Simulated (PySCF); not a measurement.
## Ne(3+) (neon, charge +3): PBE0 calculation

Configuration: [He] 2s2 2p3, high-spin 4S determinant. All numbers are calculated (PySCF 2.14, the non-relativistic Hamiltonian (point nucleus), in def2-TZVP (5s3p2d1f, 31 functions)).

- Total energy: -124.2273 hartree
- One-electron energy: -157.1168 hartree
- Hartree (Coulomb) energy: 43.5047 hartree
- Exchange-correlation energy: -10.6152 hartree
- Kinetic energy: 124.14935 hartree
- ⟨S²⟩: 3.7512
- ⟨L²⟩: 0.000
- Sum of ⟨r⟩: 4.147 bohr
- Sum of ⟨r²⟩: 3.650 bohr²
- Density at the nucleus (Gaussians lack the cusp): 612 bohr⁻³
- Spin density at the nucleus: -0.338 bohr⁻³
- Langevin diamagnetic susceptibility: -2.89 ×10⁻⁶ cm³/mol
- Time after the integrals: 0.09 s of wall time on 1 thread of Neoverse-V2 (shared host)

```tsv
shell	electrons	mean orbital energy (eV)	rms radius, mean of both spins (bohr)
1s α	1	-929.86	0.183
1s β	1	-925.66	0.183
2s α	1	-111.47	0.871
2s β	1	-100.52	0.871
2p α	3	-87.619	0.830
```
